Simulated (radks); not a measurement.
All-electron atom: Te45+ in [He] 2s2 2p3.

Method: Dirac Kohn-Sham, BLYP, spin-unpolarised, spherical densities, finite nucleus; open shells fill j = l - 1/2 first; Fermi nuclear charge, rms radius 4.7423 fm; computed with a radial shooting solver on a logarithmic mesh with Libxc functionals.

Energy parts (eV):
total: -117875.241
kinetic: 127330.153
electron-nucleus: -251468.717
Hartree: 8075.566
exchange-correlation: -1812.243

Orbitals (lengths in bohr, moments of r in powers of bohr; <r^-3> diverges for s and p1/2; r(90%) holds 90 % of the orbital's charge):
orbital  occ.  eigenvalue (eV)      <r>  <r^-3>  r(90%)
1s1/2       2        -35344.69  0.02774       -  0.0499
2s1/2       2        -8104.878   0.1148       -   0.177
2p1/2       2        -7905.281  0.09617       -   0.157
2p3/2       1        -7601.571   0.1012    5403   0.163

The highest occupied level is 2p3/2 at -7601.6 eV. Summed over all electrons, <r^2> = 0.06809 bohr^2, which gives a Langevin (diamagnetic) susceptibility term of -0.0539 x 10^-6 cm^3/mol.
